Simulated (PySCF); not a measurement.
# Energy of Si⁺ (silicon, charge +1) between two integer charges

The 3p alpha orbital of [Ne] 3s2 3p1 is emptied in steps (occupation f), with all orbitals relaxed, ending at [Ne] 3s2. All numbers are calculated (PySCF 2.14, the non-relativistic Hamiltonian (point nucleus), in def2-TZVPPD). The exact energy is a straight line in f; departures are measured from the line between the end points of the same method.

```
   f  UHF (eV)  LDA (eV)  PBE (eV)  PBE0 (eV)  r2SCAN (eV)  LC-wPBE (eV)  BHandHLYP (eV)  wB97X (eV)  TPSS (eV)  r2SCAN0 (eV)
   1     0.000     0.000     0.000      0.000        0.000         0.000           0.000       0.000      0.000         0.000
0.75     0.069    -0.810    -0.792     -0.579       -0.737        -0.082          -0.381      -0.134     -0.763        -0.542
 0.5     0.090    -1.083    -1.053     -0.768       -0.971        -0.102          -0.506      -0.174     -1.011        -0.711
0.25     0.066    -0.812    -0.785     -0.570       -0.716        -0.070          -0.377      -0.126     -0.751        -0.523
   0     0.000     0.000     0.000      0.000        0.000         0.000           0.000       0.000      0.000         0.000
```

```
   method  E(f=0) − E(f=1) (eV)  −ε at f=1 (eV)  −ε at f=0.5 (eV)
      UHF                15.842          16.214            15.836
      LDA                16.376          12.081            16.368
      PBE                16.421          12.204            16.439
     PBE0                16.441          13.343            16.466
   r2SCAN                16.529          12.566            16.585
  LC-wPBE                16.584          16.128            16.616
BHandHLYP                16.292          14.254            16.304
    wB97X                16.306          15.573            16.330
     TPSS                16.531          12.457            16.560
  r2SCAN0                16.522          13.601            16.572
```

Orbital energy along the path (eV):

| f | UHF | LDA | PBE | PBE0 | r2SCAN | LC-wPBE | BHandHLYP | wB97X | TPSS | r2SCAN0 |
| --- | --- | --- | --- | --- | --- | --- | --- | --- | --- | --- |
| 1 | -16.214 | -12.081 | -12.204 | -13.343 | -12.566 | -16.128 | -14.254 | -15.573 | -12.457 | -13.601 |
| 0.75 | -16.020 | -14.203 | -14.311 | -14.906 | -14.592 | -16.383 | -15.280 | -15.962 | -14.508 | -15.107 |
| 0.5 | -15.836 | -16.368 | -16.439 | -16.466 | -16.585 | -16.616 | -16.304 | -16.330 | -16.560 | -16.572 |
| 0.25 | -15.660 | -18.548 | -18.545 | -17.993 | -18.494 | -16.803 | -17.311 | -16.655 | -18.573 | -17.963 |
| 0 | -15.493 | -20.690 | -20.545 | -19.420 | -20.274 | -16.904 | -18.279 | -16.975 | -20.468 | -19.238 |

Reference removal energy between the ground levels: 16.346 eV (measured; NIST Atomic Spectra Database, ionization energies). The calculation has no spin-orbit coupling. UHF lacks correlation.
